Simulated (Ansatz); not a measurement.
Basis-set series for `O/C=C(/O)[CH2][AlH2]`. Total charge 0; spin multiplicity 1. Geometry: relaxed with PBE0-D4/def2-TZVP. It is one conformer, not always the lowest.

Z-matrix (Å, degrees):
```
Al
C 1 2.039
C 1 2.388 2 67.2
C 1 2.207 2 39.8 3 27.1
H 1 1.587 2 114.5 3 108.3
H 1 1.586 2 119.1 3 -85.6
H 2 1.087 1 108.2 3 84.1
H 2 1.086 1 124.7 3 -138.8
O 3 1.381 1 96.4 2 -86.4
H 3 1.086 1 126.8 2 140.8
O 4 1.347 1 114.9 2 113.2
H 9 0.961 3 109.5 1 -69.4
H 11 0.963 4 109.2 1 -69.4
```

```tsv
functional	basis	functions	energy (Eh)	HOMO (eV)	LUMO (eV)
PBE0-D4	def2-SVP	123	-510.68127	-6.44	-0.17
PBE0-D4	def2-TZVPP	295	-511.07632	-6.51	-0.29
ωB97M-V	def2-SVP	123	-510.96080	-8.52	1.80
ωB97M-V	def2-TZVPP	295	-511.36643	-8.63	1.40
```

Problem. Give the rows for def2-QZVPP. (Estimate.)

Solution. Ansatz gave: 
```tsv
functional	basis	functions	energy (Eh)	HOMO (eV)	LUMO (eV)
PBE0-D4	def2-QZVPP	565	-511.09857	-6.54	-0.35
ωB97M-V	def2-QZVPP	565	-511.38784	-8.66	0.91
```

Positive LUMOs are unbound and depend on the basis.
